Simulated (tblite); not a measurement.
Record of a relaxation.

Compound: C4H3BrF4O.
Numbering: `[O:1]=[C:2]([Br:3])[CH2:4][C@H:5]([F:6])[C:7]([F:8])([F:9])[F:10]` (hydrogens: H11, H12 on C4; H13 on C5)

Computed with GFN2-xTB (tblite), gas phase: L-BFGS steps from a force-field or distance-geometry start until the largest atomic force falls under 0.01 eV/Å. 14 of its 65 geometries are shown.

Step 0: E = -1011.3204 eV, largest atomic force 2.757 eV/Å
```
atom  x, y, z in Å  |  force x, y, z in eV/Å
O1      1.797    1.069   -0.897   -0.412  -1.935   0.639
C2      1.638   -0.081   -0.540    0.547   2.633  -0.606
Br3     2.762   -1.401   -1.363   -0.180  -0.277   0.192
C4      0.705   -0.514    0.546    0.387  -1.018  -0.291
C5     -0.466    0.439    0.687    0.290   0.339   0.262
F6     -1.081    0.175    1.874   -0.315  -0.029   0.044
C7     -1.467    0.277   -0.457   -0.635  -0.062  -0.118
F8     -1.965   -0.977   -0.476    0.085   0.506  -0.127
F9     -0.895    0.492   -1.658   -0.333  -0.059   0.527
F10    -2.507    1.131   -0.325    0.598  -0.526  -0.230
H11     0.344   -1.540    0.358    0.056   0.203   0.033
H12     1.264   -0.553    1.496   -0.106   0.111  -0.197
H13    -0.133    1.483    0.735    0.018   0.116  -0.128
```

Step 5: E = -1011.4252 eV, largest atomic force 0.168 eV/Å
```
atom  x, y, z in Å  |  force x, y, z in eV/Å
O1      1.787    1.079   -0.893    0.049   0.075  -0.001
C2      1.654   -0.038   -0.536   -0.036  -0.010  -0.014
Br3     2.748   -1.430   -1.344   -0.093  -0.038   0.135
C4      0.720   -0.534    0.530   -0.047   0.034   0.011
C5     -0.451    0.439    0.697   -0.069   0.020  -0.019
F6     -1.100    0.176    1.872    0.015   0.016  -0.002
C7     -1.472    0.272   -0.443   -0.067  -0.016  -0.072
F8     -1.971   -0.966   -0.483   -0.018  -0.040   0.049
F9     -0.909    0.492   -1.637    0.080   0.007  -0.008
F10    -2.494    1.116   -0.337   -0.019   0.020   0.075
H11     0.348   -1.547    0.348    0.109   0.057  -0.108
H12     1.264   -0.551    1.482    0.072  -0.046  -0.024
H13    -0.128    1.490    0.726    0.024  -0.079  -0.020
```

Step 10: E = -1011.4367 eV, largest atomic force 0.057 eV/Å
```
atom  x, y, z in Å  |  force x, y, z in eV/Å
O1      1.800    1.094   -0.893    0.038   0.017  -0.019
C2      1.649   -0.020   -0.534    0.055  -0.011  -0.009
Br3     2.722   -1.449   -1.304    0.024  -0.007   0.006
C4      0.719   -0.525    0.525   -0.020   0.006   0.002
C5     -0.459    0.435    0.697    0.005   0.020   0.036
F6     -1.104    0.182    1.874    0.015   0.003   0.018
C7     -1.479    0.268   -0.443    0.009  -0.006   0.022
F8     -1.980   -0.969   -0.479   -0.013  -0.006  -0.014
F9     -0.903    0.490   -1.631   -0.041  -0.016   0.006
F10    -2.498    1.115   -0.328   -0.007  -0.001  -0.014
H11     0.374   -1.539    0.314   -0.021  -0.019  -0.041
H12     1.278   -0.560    1.468   -0.017  -0.003   0.005
H13    -0.122    1.480    0.717   -0.028   0.023   0.002
```

Step 15: E = -1011.4390 eV, largest atomic force 0.065 eV/Å
```
atom  x, y, z in Å  |  force x, y, z in eV/Å
O1      1.823    1.094   -0.898    0.001  -0.029   0.032
C2      1.662   -0.017   -0.534   -0.033   0.021   0.022
Br3     2.729   -1.455   -1.290    0.040  -0.016   0.002
C4      0.717   -0.521    0.519    0.025   0.013  -0.032
C5     -0.461    0.438    0.702    0.011  -0.019  -0.058
F6     -1.096    0.185    1.885    0.024  -0.005  -0.038
C7     -1.485    0.265   -0.437   -0.019   0.006  -0.001
F8     -1.986   -0.972   -0.478   -0.008   0.010   0.052
F9     -0.913    0.483   -1.628    0.026   0.010   0.016
F10    -2.503    1.114   -0.327   -0.020  -0.014   0.018
H11     0.373   -1.534    0.287   -0.011   0.061   0.018
H12     1.272   -0.567    1.465   -0.029  -0.023  -0.027
H13    -0.134    1.487    0.717   -0.006  -0.014  -0.004
```

Step 20: E = -1011.4413 eV, largest atomic force 0.054 eV/Å
```
atom  x, y, z in Å  |  force x, y, z in eV/Å
O1      1.849    1.095   -0.895    0.002   0.020   0.004
C2      1.674   -0.014   -0.531    0.023  -0.013  -0.015
Br3     2.748   -1.465   -1.274    0.002   0.032   0.027
C4      0.717   -0.514    0.506   -0.014  -0.023   0.000
C5     -0.462    0.442    0.696   -0.009   0.022   0.013
F6     -1.081    0.184    1.885   -0.014  -0.020   0.011
C7     -1.495    0.263   -0.431   -0.006   0.003  -0.010
F8     -1.996   -0.974   -0.462    0.008  -0.010   0.018
F9     -0.920    0.478   -1.622   -0.021  -0.004  -0.023
F10    -2.515    1.109   -0.322    0.000   0.012   0.011
H11     0.364   -1.518    0.263   -0.024  -0.041  -0.014
H12     1.258   -0.581    1.456    0.015   0.000   0.007
H13    -0.146    1.493    0.713    0.039   0.023  -0.029
```

Step 25: E = -1011.4427 eV, largest atomic force 0.062 eV/Å
```
atom  x, y, z in Å  |  force x, y, z in eV/Å
O1      1.864    1.097   -0.888   -0.023   0.000   0.011
C2      1.683   -0.013   -0.530   -0.016   0.002   0.016
Br3     2.765   -1.460   -1.253    0.032  -0.004  -0.002
C4      0.713   -0.515    0.496   -0.008   0.008   0.002
C5     -0.461    0.447    0.692    0.018  -0.019  -0.008
F6     -1.074    0.181    1.884    0.010   0.058  -0.020
C7     -1.502    0.264   -0.428    0.019   0.001   0.017
F8     -1.999   -0.975   -0.444   -0.005   0.016  -0.014
F9     -0.936    0.473   -1.624   -0.041  -0.012   0.002
F10    -2.522    1.109   -0.315    0.012  -0.005  -0.005
H11     0.352   -1.516    0.244    0.017   0.016  -0.003
H12     1.252   -0.591    1.448   -0.012  -0.015  -0.017
H13    -0.141    1.499    0.701   -0.002  -0.045   0.021
```

Step 30: E = -1011.4448 eV, largest atomic force 0.057 eV/Å
```
atom  x, y, z in Å  |  force x, y, z in eV/Å
O1      1.880    1.103   -0.872   -0.021  -0.011  -0.017
C2      1.696   -0.009   -0.523    0.007  -0.002  -0.003
Br3     2.811   -1.452   -1.215    0.009   0.027   0.001
C4      0.706   -0.520    0.477    0.025  -0.022   0.006
C5     -0.457    0.451    0.681   -0.007   0.010  -0.003
F6     -1.060    0.202    1.881   -0.008   0.003   0.024
C7     -1.513    0.265   -0.421   -0.026  -0.006  -0.020
F8     -2.009   -0.976   -0.416   -0.041  -0.004  -0.001
F9     -0.978    0.459   -1.633    0.048   0.008  -0.002
F10    -2.531    1.111   -0.299   -0.013   0.003   0.027
H11     0.338   -1.511    0.204    0.020  -0.021  -0.014
H12     1.238   -0.619    1.431   -0.008  -0.029   0.035
H13    -0.126    1.496    0.688    0.015   0.044  -0.033
```

Step 34: E = -1011.4469 eV, largest atomic force 0.078 eV/Å
```
atom  x, y, z in Å  |  force x, y, z in eV/Å
O1      1.882    1.106   -0.864   -0.009  -0.004  -0.039
C2      1.708   -0.009   -0.517   -0.011   0.022   0.056
Br3     2.856   -1.434   -1.182    0.012   0.011  -0.005
C4      0.705   -0.529    0.466   -0.030   0.008   0.015
C5     -0.452    0.454    0.671   -0.002  -0.022  -0.004
F6     -1.049    0.229    1.880    0.037  -0.008  -0.018
C7     -1.526    0.264   -0.418    0.004   0.003   0.042
F8     -2.033   -0.973   -0.396    0.028  -0.002  -0.014
F9     -1.004    0.448   -1.638   -0.009   0.005   0.054
F10    -2.540    1.112   -0.279    0.023   0.040  -0.026
H11     0.336   -1.513    0.166   -0.005   0.003   0.001
H12     1.221   -0.655    1.426   -0.015  -0.005  -0.007
H13    -0.109    1.500    0.666   -0.023  -0.052  -0.054
```

Step 39: E = -1011.4495 eV, largest atomic force 0.047 eV/Å
```
atom  x, y, z in Å  |  force x, y, z in eV/Å
O1      1.886    1.110   -0.859   -0.024  -0.001   0.019
C2      1.726   -0.002   -0.499   -0.011  -0.008  -0.035
Br3     2.923   -1.408   -1.127   -0.006   0.006   0.029
C4      0.698   -0.540    0.449    0.025  -0.015  -0.020
C5     -0.447    0.453    0.657   -0.001  -0.007   0.006
F6     -1.021    0.261    1.882    0.021  -0.007   0.042
C7     -1.545    0.263   -0.403   -0.007  -0.011  -0.027
F8     -2.059   -0.970   -0.367   -0.013  -0.009   0.008
F9     -1.042    0.435   -1.632    0.028   0.009  -0.027
F10    -2.547    1.124   -0.256    0.014   0.006   0.009
H11     0.329   -1.510    0.106   -0.011   0.007   0.001
H12     1.189   -0.709    1.415   -0.010   0.013  -0.008
H13    -0.094    1.492    0.615   -0.005   0.019   0.001
```

Step 44: E = -1011.4502 eV, largest atomic force 0.027 eV/Å
```
atom  x, y, z in Å  |  force x, y, z in eV/Å
O1      1.881    1.112   -0.856   -0.004   0.006  -0.015
C2      1.727   -0.002   -0.499    0.002  -0.002   0.003
Br3     2.941   -1.399   -1.105    0.010   0.000   0.006
C4      0.696   -0.544    0.441   -0.017   0.005   0.004
C5     -0.445    0.452    0.655   -0.002   0.006   0.003
F6     -1.005    0.268    1.888    0.004  -0.001  -0.015
C7     -1.549    0.261   -0.401    0.010   0.010   0.015
F8     -2.069   -0.969   -0.360    0.001   0.016  -0.014
F9     -1.048    0.431   -1.632   -0.005  -0.018   0.019
F10    -2.545    1.128   -0.250   -0.005  -0.002  -0.011
H11     0.323   -1.510    0.090   -0.006  -0.005   0.001
H12     1.180   -0.720    1.409    0.013  -0.003  -0.010
H13    -0.092    1.492    0.602   -0.002  -0.011   0.012
```

Step 49: E = -1011.4505 eV, largest atomic force 0.027 eV/Å
```
atom  x, y, z in Å  |  force x, y, z in eV/Å
O1      1.879    1.113   -0.859   -0.003  -0.010  -0.012
C2      1.729   -0.001   -0.499   -0.007   0.006  -0.005
Br3     2.956   -1.394   -1.088    0.008   0.002   0.004
C4      0.694   -0.546    0.435    0.009   0.000  -0.003
C5     -0.445    0.452    0.654    0.001  -0.004   0.003
F6     -0.997    0.271    1.890   -0.015  -0.007   0.013
C7     -1.552    0.262   -0.397   -0.007  -0.009  -0.010
F8     -2.076   -0.966   -0.356   -0.009  -0.013   0.022
F9     -1.052    0.425   -1.629    0.009   0.020  -0.013
F10    -2.547    1.131   -0.248    0.009   0.007  -0.006
H11     0.318   -1.509    0.079    0.000   0.002  -0.003
H12     1.179   -0.729    1.401    0.000  -0.003   0.005
H13    -0.090    1.491    0.598    0.004   0.010   0.006
```

Step 54: E = -1011.4510 eV, largest atomic force 0.024 eV/Å
```
atom  x, y, z in Å  |  force x, y, z in eV/Å
O1      1.856    1.108   -0.881   -0.009   0.004  -0.011
C2      1.718   -0.003   -0.507    0.002   0.000  -0.001
Br3     2.960   -1.387   -1.085   -0.001  -0.006   0.006
C4      0.694   -0.547    0.439   -0.002  -0.002   0.007
C5     -0.447    0.449    0.662    0.002   0.001  -0.004
F6     -1.004    0.261    1.895    0.001  -0.010  -0.022
C7     -1.547    0.264   -0.398    0.015   0.012   0.004
F8     -2.079   -0.961   -0.360    0.014   0.019   0.001
F9     -1.032    0.427   -1.625   -0.013  -0.018   0.001
F10    -2.539    1.139   -0.263    0.007   0.002   0.011
H11     0.316   -1.512    0.092    0.008   0.001  -0.012
H12     1.191   -0.726    1.400   -0.012   0.005   0.011
H13    -0.090    1.488    0.614   -0.014  -0.007   0.008
```

Step 59: E = -1011.4516 eV, largest atomic force 0.031 eV/Å
```
atom  x, y, z in Å  |  force x, y, z in eV/Å
O1      1.835    1.103   -0.908   -0.007  -0.024   0.002
C2      1.714   -0.002   -0.514    0.015   0.002   0.009
Br3     2.982   -1.379   -1.058   -0.009   0.010   0.004
C4      0.694   -0.549    0.436    0.008   0.016  -0.012
C5     -0.445    0.448    0.664    0.001   0.005  -0.004
F6     -1.007    0.249    1.894   -0.002  -0.015   0.010
C7     -1.544    0.270   -0.396   -0.017  -0.015  -0.007
F8     -2.084   -0.950   -0.348   -0.019  -0.024  -0.004
F9     -1.031    0.417   -1.625   -0.003   0.007  -0.010
F10    -2.530    1.153   -0.265    0.011   0.014   0.004
H11     0.314   -1.511    0.079    0.012   0.008   0.015
H12     1.189   -0.734    1.396   -0.008  -0.003  -0.012
H13    -0.091    1.486    0.626    0.018   0.019   0.004
```

Step 64: E = -1011.4519 eV, largest atomic force 0.009 eV/Å
```
atom  x, y, z in Å  |  force x, y, z in eV/Å
O1      1.829    1.101   -0.918    0.005   0.005  -0.001
C2      1.716   -0.002   -0.514    0.000   0.002  -0.003
Br3     2.996   -1.373   -1.041    0.002  -0.001   0.003
C4      0.693   -0.548    0.432    0.007  -0.005   0.001
C5     -0.445    0.448    0.664    0.001  -0.007  -0.003
F6     -1.004    0.244    1.894    0.002  -0.003  -0.001
C7     -1.546    0.270   -0.395   -0.004   0.004  -0.003
F8     -2.092   -0.948   -0.342   -0.005   0.007  -0.001
F9     -1.036    0.412   -1.625   -0.002  -0.002  -0.004
F10    -2.526    1.160   -0.263   -0.006   0.004   0.004
H11     0.314   -1.508    0.070   -0.001  -0.003   0.004
H12     1.186   -0.742    1.392    0.005   0.004   0.006
H13    -0.089    1.487    0.629   -0.004  -0.006  -0.001
```

Problem. Summarise the path.

Solution. The energy falls by 0.1315 eV from step 0 to step 64; nine tenths of that is first reached at step 15. It falls at every step. The largest force goes from 2.757 to 0.009 eV/Å. Among the bonds O1=C2 changes most, from 1.214 to 1.180 Å; the atoms move by 0.182 Å rms after alignment.

Problem. Follow the three bonds and two angles with the largest change from start to end.

Solution. 
```csv
step,E above end (eV),largest force (eV/Å),O1=C2 (Å),C2–Br3 (Å),C7–F10 (Å),Br3–C2–C4 (°),O1–C2–C4 (°)
0,0.1315,2.757,1.214,1.919,1.352,118.5,124.7
3,0.0393,0.330,1.183,1.937,1.330,115.8,126.3
6,0.0208,0.169,1.181,1.948,1.331,112.9,126.8
8,0.0164,0.116,1.181,1.947,1.330,112.1,127.4
11,0.0148,0.070,1.180,1.944,1.330,112.0,127.9
14,0.0134,0.059,1.181,1.943,1.330,111.8,128.1
17,0.0117,0.057,1.180,1.949,1.330,111.6,128.3
19,0.0109,0.053,1.179,1.952,1.330,111.6,128.4
22,0.0100,0.041,1.180,1.948,1.330,111.5,128.4
25,0.0092,0.062,1.180,1.947,1.330,111.4,128.5
28,0.0078,0.063,1.179,1.951,1.330,111.3,128.7
31,0.0066,0.059,1.180,1.949,1.329,111.2,128.3
33,0.0056,0.083,1.180,1.947,1.330,111.3,128.2
36,0.0038,0.085,1.180,1.950,1.330,111.5,128.6
39,0.0024,0.047,1.180,1.950,1.330,111.5,128.6
42,0.0019,0.029,1.180,1.947,1.330,111.4,128.4
45,0.0016,0.017,1.180,1.948,1.330,111.4,128.5
47,0.0015,0.021,1.180,1.948,1.330,111.4,128.5
50,0.0013,0.027,1.180,1.947,1.330,111.3,128.4
53,0.0010,0.027,1.180,1.947,1.330,111.4,128.4
56,0.0007,0.030,1.180,1.949,1.329,111.4,128.5
58,0.0004,0.031,1.180,1.950,1.329,111.3,128.6
61,0.0001,0.019,1.180,1.948,1.330,111.3,128.6
64,0.0000,0.009,1.180,1.948,1.329,111.3,128.6
```

What follows is the cost of the whole relaxation. Time: 0.67 s wall. Hardware: Arm Neoverse N1, one thread, shared host with 64 logical CPUs at a one-minute load of 17.
